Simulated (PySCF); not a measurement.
CH3FO3Si, SMILES O=CO[Si@@H](O)F.

Coordinates come from a PBE0-D3(BJ)/def2-SVP optimisation. The structure was generated by enumeration; whether it is a known compound was not checked. The values are those of a single conformer.

These are TDDFT-M06-2X/def2-SVPD run with PySCF values and carry that method's errors.

Vertical excitations. 

```csv
state,energy (eV),λ (nm),f,main pairs
S1,5.62,221,0.001,HOMO→LUMO 91 %
S2,8.17,152,0.004,"HOMO−3→LUMO 61 %, HOMO−5→LUMO 13 %, HOMO−2→LUMO 10 %"
S3,8.41,147,0.103,HOMO−1→LUMO 69 %
S4,8.93,139,0.061,HOMO→LUMO+1 73 %
S5,9.42,132,0.069,HOMO→LUMO+2 85 %
S6,9.45,131,0.021,"HOMO−2→LUMO 31 %, HOMO−2→LUMO+1 19 %, HOMO−2→LUMO+2 12 %, HOMO−1→LUMO+1 7 %"
S7,9.61,129,0.030,"HOMO−2→LUMO 40 %, HOMO−2→LUMO+2 13 %, HOMO−2→LUMO+1 12 %, HOMO−1→LUMO+1 10 %"
S8,9.79,127,0.057,"HOMO→LUMO+4 52 %, HOMO−1→LUMO+1 17 %"
S9,9.84,126,0.040,"HOMO−1→LUMO+1 48 %, HOMO→LUMO+4 24 %, HOMO−2→LUMO+1 9 %"
S10,9.91,125,0.044,"HOMO→LUMO+3 61 %, HOMO→LUMO+5 18 %"
T1,5.23,237,0,HOMO→LUMO 91 %
T2,6.25,198,0,"HOMO−1→LUMO 75 %, HOMO−2→LUMO 11 %"
T3,7.86,158,0,"HOMO−3→LUMO 60 %, HOMO−5→LUMO 15 %, HOMO−2→LUMO 11 %"
T4,8.69,143,0,HOMO→LUMO+1 79 %
```
Triplets are in the Tamm–Dancoff approximation, which puts them higher than full response would, so one can lie above its singlet here.
